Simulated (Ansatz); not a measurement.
Job for Ansatz (a quantum-chemistry and plane-wave program): R-BLYP/def2-TZVPP on C4F6 (SMILES FC(F)=C(F)C(F)=C(F)F).

Ansatz 0.2 input:
```yaml
crystal:
  periodic: [false, false, false]
  atoms:
    - {symbol: F, position_ang: [2.26330588, -0.24830023, -1.20847452]}
    - {symbol: C, position_ang: [1.85476645, -0.16065305, 0.03657553]}
    - {symbol: F, position_ang: [2.85543658, -0.21265520, 0.88892415]}
    - {symbol: C, position_ang: [0.58476031, -0.03337676, 0.42587120]}
    - {symbol: F, position_ang: [0.35012230, 0.04224111, 1.74786488]}
    - {symbol: C, position_ang: [-0.58476031, 0.03337676, -0.42587120]}
    - {symbol: F, position_ang: [-0.35012230, -0.04224111, -1.74786488]}
    - {symbol: C, position_ang: [-1.85476645, 0.16065305, -0.03657553]}
    - {symbol: F, position_ang: [-2.26330588, 0.24830023, 1.20847452]}
    - {symbol: F, position_ang: [-2.85543658, 0.21265520, -0.88892415]}
basis:
  gaussian:
    orbitals: def2-TZVPP
hamiltonian:
  xc: {name: BLYP}
scf: {lower_state_search: off}
```

Q: What total energy does the run end on?

A: -751.6366 hartree.

Q: How many basis functions does it have, and what does it roughly cost on one machine?

A: 310 functions; around 10 core-seconds (rough).
